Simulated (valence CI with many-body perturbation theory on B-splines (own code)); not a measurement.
The numbers below are computed, except where a source is named.
**Hf⁴⁰⁺: magnetic and hyperfine properties of the levels**

Level of theory: valence CI with perturbative core correlation (CI+MBPT): four valence electrons over a frozen Dirac-Fock core [Ar] 3d10, radial functions for each j: 11 s, 11 p, 9 d, 7 f, 5 g, 2 h, 1 i, with the one-electron correlation potential Σ1, the two-electron term Σ2, the three-electron term Σ3, Breit, model QED; selected CI, second order for the rest (own B-spline code, finite nucleus).

No measured spectrum was set against this ion. As an estimate, large intervals hold to a few tenths of a per cent, small ones and those within an open d or f shell to about a per cent.

A/g_I is the dipole constant over the nuclear g factor μ/I (μ in nuclear magnetons, uniformly magnetised nucleus), B/Q the quadrupole constant per barn. Both hold the static response of the core; the bare values leave it out. Large factors of s and p1/2 electrons are usually good to 5 to 10 %; those of open d and f shells near neutrality can be off by tens of per cent, and small factors of p3/2, d and f electrons come from cancelling terms and can be off by a factor of two or in sign, in half-filled shells by more. B is blank for J = 1/2, where it vanishes, and for nearly pure S terms. Energies count from the lowest level. Levels with J = 0 are left out.

Levels are named by their leading jj configuration (3d3/2^4 stands for four electrons in 3d with j = 3/2), which in mixed levels can hold well under half, so a name can repeat and another be missing. Letters in brackets count levels of one name in rising energy.

| Level | E (× 10³ cm⁻¹) | g | A/g_I (MHz) | A/g_I bare | B/Q (MHz/b) | B/Q bare |
| --- | --- | --- | --- | --- | --- | --- |
| (4s^2 4p1/2 4p3/2) J=1 | 633.40 | 1.497 | -43400 | -42400 | 51900 | 50200 |
| (4s^2 4p1/2 4p3/2) J=2 | 666.55 | 1.180 | 147000 | 142000 | 90500 | 87500 |
| (4s^2 4p3/2^2) J=2 | 1325.0 | 1.312 | 53300 | 51300 | 13200 | 12800 |
| (4s 4p1/2^2 4p3/2) J=2 | 1367.6 | 1.577 | 367000 | 355000 | 91300 | 88300 |
| (4s 4p1/2^2 4p3/2) J=1 | 1481.2 | 1.051 | -256000 | -247000 | 69400 | 67200 |
| (4s^2 4p1/2 4d3/2) J=2 | 1811.3 | 0.768 | 123000 | 120000 | 17900 | 17600 |
| (4s 4p1/2 4p3/2^2) J=2 [a] | 1935.2 | 1.507 | 179000 | 173000 | 17000 | 16500 |
| (4s^2 4p1/2 4d3/2) J=1 | 1950.2 | 0.885 | -97100 | -93100 | 4780 | 4800 |
| (4s^2 4p1/2 4d5/2) J=3 | 1985.2 | 1.229 | 197000 | 191000 | -11300 | -10700 |
| (4s^2 4p1/2 4d5/2) J=2 | 2072.0 | 1.286 | 8200 | 8410 | 33200 | 32400 |
| (4s 4p1/2 4p3/2^2) J=3 | 2090.2 | 1.208 | 211000 | 204000 | 30600 | 29800 |
| (4s 4p1/2 4p3/2^2) J=1 [a] | 2147.8 | 1.270 | 472000 | 456000 | -77700 | -75100 |
| (4s 4p1/2 4p3/2^2) J=2 [b] | 2171.3 | 1.110 | 22100 | 21400 | -14700 | -14300 |
| (4s 4p1/2 4p3/2^2) J=1 [b] | 2182.5 | 1.355 | 34400 | 33400 | 44800 | 43300 |
| (4s 4p1/2^2 4d3/2) J=1 | 2555.8 | 0.408 | -295000 | -284000 | 8650 | 8520 |
| (4s^2 4p3/2 4d3/2) J=2 | 2569.1 | 1.055 | 32300 | 31400 | -5020 | -4830 |
| (4s^2 4p3/2 4d3/2) J=1 | 2577.3 | 1.133 | 35200 | 34300 | -44200 | -42900 |
| (4s 4p1/2^2 4d3/2) J=2 | 2579.7 | 1.167 | 318000 | 308000 | 15800 | 15600 |
| (4s^2 4p3/2 4d3/2) J=3 | 2588.5 | 1.125 | 42400 | 41400 | 94800 | 91900 |
| (4s^2 4p3/2 4d5/2) J=2 | 2624.0 | 1.309 | 127000 | 123000 | -78900 | -76200 |
| (4s^2 4p3/2 4d5/2) J=4 | 2634.3 | 1.246 | 26000 | 25400 | 126000 | 122000 |
| (4s 4p1/2^2 4d5/2) J=3 | 2744.1 | 1.364 | 223000 | 216000 | 16100 | 15900 |
| (4s^2 4p3/2 4d5/2) J=3 | 2779.0 | 1.171 | 28900 | 28300 | 15300 | 15100 |
| (4s 4p1/2^2 4d5/2) J=2 | 2782.3 | 1.116 | -133000 | -128000 | -9590 | -9040 |
| (4s^2 4p3/2 4d5/2) J=1 | 2782.5 | 1.157 | -59400 | -56300 | 4940 | 4840 |
| (4s 4p3/2^3) J=2 | 2824.0 | 1.356 | 267000 | 259000 | -93200 | -90200 |
| (4s 4p3/2^3) J=1 | 2915.0 | 1.123 | -214000 | -206000 | -25400 | -24400 |
| (4p1/2^2 4p3/2^2) J=2 | 2930.1 | 1.183 | 8360 | 8510 | 34600 | 33600 |
| (4s 4p1/2 4p3/2 4d3/2) J=1 [a] | 3129.5 | 1.182 | 161000 | 156000 | -50200 | -48700 |
| (4s 4p1/2 4p3/2 4d3/2) J=2 [a] | 3133.5 | 1.110 | 122000 | 118000 | -29400 | -28400 |
| (4s 4p1/2 4p3/2 4d3/2) J=3 [a] | 3148.5 | 1.145 | 179000 | 173000 | 24000 | 23300 |
| (4s 4p1/2 4p3/2 4d3/2) J=4 | 3199.0 | 1.192 | 229000 | 222000 | 70700 | 68600 |
| (4s 4p1/2 4p3/2 4d3/2) J=3 [b] | 3240.5 | 0.873 | 66000 | 64200 | 37000 | 35700 |
| (4s 4p1/2 4p3/2 4d3/2) J=2 [b] | 3255.4 | 0.898 | 122000 | 118000 | -54600 | -52800 |

Take the isotope of mass number 179, with I = 9/2, μ = -0.6389 μN and Q = 3.79 b. What is the hyperfine structure of (4s^2 4p1/2 4d3/2) J=2?

From the table A = -17500 MHz, B = 67800 MHz. Shifts from the centre of gravity in MHz: F = 5/2: 224000, F = 7/2: 133000, F = 9/2: 32700, F = 11/2: -63500, F = 13/2: -141000.
